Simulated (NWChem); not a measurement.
CH₂GeO₃; SMILES O=C1[O][GeH2][O]1

```xyz
7

O      0.0000     0.0000     2.5102
C      0.0000     0.0000     1.3186
O      0.0000    -1.1054     0.4896
Ge     0.0000     0.0000    -0.9812
O      0.0000     1.1054     0.4896
H     -1.3162     0.0000    -1.7778
H      1.3162     0.0000    -1.7778
```
Atoms are numbered in this order, from 1.

Computed with NWChem. Pople sets run with spherical d functions. Structure relaxed at the B3LYP/6-31G* (spherical d) level. Vzz is the largest principal value of the second derivative of the potential at the nucleus (NWChem prints the opposite sign); η is the asymmetry. Non-relativistic.

```csv
level,Vzz O1 (a.u.),η O1,Vzz O5 (a.u.),η O5,Vzz Ge4 (a.u.),η Ge4,relative time
B3LYP/def2-TZVP,-1.279,0.01,1.339,0.51,2.054,0.66,3
B3LYP/def2-SVP,-1.298,0.08,1.326,0.53,1.636,0.80,1
Hartree-Fock/6-31G*,-1.522,0.13,1.410,0.55,2.123,0.47,1
Hartree-Fock/cc-pVTZ,-1.516,0.02,1.449,0.47,2.305,0.54,4
```

The last column is a rough cost ratio, cheapest run = 1.
